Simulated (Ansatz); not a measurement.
C3H9ClGe (SMILES [CH3][Ge]([CH3])([CH3])[Cl]), singlet, at a GFN2-xTB geometry. Base run: Ansatz (a program for electronic structure) with SVWN5/6-31G.

Input for Ansatz:
Ansatz 0.2 input:
```yaml
crystal:
  periodic: [false, false, false]
  atoms:
    - {symbol: C, position_ang: [-0.77230139, 1.57821827, -1.11854410]}
    - {symbol: Ge, position_ang: [-0.04763205, -0.06225771, -0.24982595]}
    - {symbol: C, position_ang: [1.69340635, -0.62408479, -1.03983478]}
    - {symbol: C, position_ang: [-1.37542605, -1.54795613, -0.22449554]}
    - {symbol: Cl, position_ang: [0.34045905, 0.44499871, 1.78567799]}
    - {symbol: H, position_ang: [-0.99361914, 1.39040869, -2.16436519]}
    - {symbol: H, position_ang: [-1.68546124, 1.89671087, -0.62413822]}
    - {symbol: H, position_ang: [-0.05160324, 2.38858347, -1.05822792]}
    - {symbol: H, position_ang: [2.09430243, -1.47927120, -0.50348214]}
    - {symbol: H, position_ang: [1.56877166, -0.89824906, -2.08256959]}
    - {symbol: H, position_ang: [2.41540828, 0.18511590, -0.97947698]}
    - {symbol: H, position_ang: [-1.62039297, -1.85834639, -1.23526003]}
    - {symbol: H, position_ang: [-2.28890481, -1.23111656, 0.27038308]}
    - {symbol: H, position_ang: [-0.97615267, -2.40363106, 0.31228822]}
basis:
  gaussian:
    orbitals: 6-31G
hamiltonian:
  xc: {name: SVWN5}
```

Each row names what was changed in the base input (with any setting that the change needs).

```json
[
 {"change": "base", "ΔE vs base (kcal/mol)": "0.000"},
 {"change": "accuracy = high", "ΔE vs base (kcal/mol)": "0.008"},
 {"change": "point_charge = charge:0.5 position_ang:1.1357, -5.3574, -2.2368", "ΔE vs base (kcal/mol)": "1.19"},
 {"change": "lower_state_search = off", "ΔE vs base (kcal/mol)": "0.000"},
 {"change": "final_grid = 14, 28, 59", "ΔE vs base (kcal/mol)": "0.000"},
 {"change": "lower_state_search = light", "ΔE vs base (kcal/mol)": "0.000"},
 {"change": "nuclear_model = gaussian", "ΔE vs base (kcal/mol)": "[?]"},
 {"change": "fitting.mean_field = cc-pVTZ-JKFIT", "ΔE vs base (kcal/mol)": "-0.061"},
 {"change": "final_grid = 10, 20, 41", "ΔE vs base (kcal/mol)": "0.000"},
 {"change": "fitting.mean_field = def2-universal-JKFIT", "ΔE vs base (kcal/mol)": "-0.049"},
 {"change": "lower_state_search = full", "ΔE vs base (kcal/mol)": "0.000"}
]
```

Task: What belongs in the gaps?

Result: 
- nuclear_model = gaussian, ΔE vs base (kcal/mol): 5.54
